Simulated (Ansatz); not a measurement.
A nudged elastic band was laid between two geometries of C$_{2}$H$_{4}$Si$_{2}$ (8 atoms, charge 0, multiplicity 1).

Computed with Ansatz, UKS PBE-D4/def2-SVP.

```
movable images  : 5
climbing image  : yes
spring          : 5.0 eV/Å²
optimiser       : quadratic models (default)
start path      : through a guess of the saddle point
force threshold : 0.2 eV/Å
iteration limit : 60
end points      : relaxed
```

Image 0:

```xyz
8
Properties=species:S:1:pos:R:3
C -0.599 1.546 -0.921
Si 0.627 0.538 -0.194
C 0.239 -1.030 0.564
Si -0.004 -2.153 1.790
H -0.364 2.459 -1.494
H -1.667 1.285 -0.846
H 2.060 0.951 -0.341
H -0.293 -3.596 1.442
```

Image 6:

```xyz
8
Properties=species:S:1:pos:R:3
C -0.670 0.972 -0.352
Si 0.825 -0.120 -0.464
C 0.141 -1.433 0.520
Si -1.001 -0.206 1.254
H -0.578 2.066 -0.210
H -1.444 0.745 -1.110
H 2.249 0.409 -0.471
H 0.477 -2.433 0.833
```

Task: What changes between the two ends?

Result: Bonds broken: Si4–H8. Bonds formed: C1–Si4, Si2–Si4, C3–H8.

Task: Give the energies along the band, and the barrier.

Result: The run converged. The highest image is number 1 of 0 to 6, 3.5 kcal/mol above the first end and 62.8 kcal/mol above the last; the last end lies 59.2 kcal/mol below the first. The threshold of 0.2 eV/Å is loose, so the images may lie well off the minimum-energy path. Another band between the same ends (5 images) ends at a top of the same energy, where a vibrational analysis finds 1 clearly imaginary mode. The orbitals were unrestricted but ended closed-shell.

```json
{"image": "0", "path coordinate (Å)": "0.00", "energy (kcal/mol)": "0.0", "Si4–H8 (Å)": "1.51", "C1–Si4 (Å)": "4.62", "Si2–Si4 (Å)": "3.40"}
{"image": "1", "path coordinate (Å)": "1.13", "energy (kcal/mol)": "3.5", "Si4–H8 (Å)": "1.55", "C1–Si4 (Å)": "4.62", "Si2–Si4 (Å)": "3.50"}
{"image": "2", "path coordinate (Å)": "1.98", "energy (kcal/mol)": "-21.8", "Si4–H8 (Å)": "1.80", "C1–Si4 (Å)": "4.62", "Si2–Si4 (Å)": "3.51"}
{"image": "3", "path coordinate (Å)": "2.82", "energy (kcal/mol)": "-30.4", "Si4–H8 (Å)": "2.41", "C1–Si4 (Å)": "4.16", "Si2–Si4 (Å)": "3.22"}
{"image": "4", "path coordinate (Å)": "3.67", "energy (kcal/mol)": "-37.8", "Si4–H8 (Å)": "2.66", "C1–Si4 (Å)": "3.39", "Si2–Si4 (Å)": "2.74"}
{"image": "5", "path coordinate (Å)": "4.51", "energy (kcal/mol)": "-46.4", "Si4–H8 (Å)": "2.71", "C1–Si4 (Å)": "2.62", "Si2–Si4 (Å)": "2.55"}
{"image": "6", "path coordinate (Å)": "5.36", "energy (kcal/mol)": "-59.2", "Si4–H8 (Å)": "2.71", "C1–Si4 (Å)": "2.02", "Si2–Si4 (Å)": "2.51"}
```

Task: What is the geometry of the highest image?

Result: 
```xyz
8
Properties=species:S:1:pos:R:3
C -0.580 1.396 -0.921
Si 0.649 0.455 -0.111
C 0.209 -0.921 0.952
Si -0.281 -2.147 2.035
H -0.356 2.252 -1.578
H -1.647 1.168 -0.771
H 2.084 0.797 -0.366
H -0.079 -3.001 0.760
```

Time of the run: 100 s on 2 threads of Intel(R) Xeon(R) Platinum 8488C (Sapphire Rapids), with other jobs on the host, peak memory 0.21 GiB.
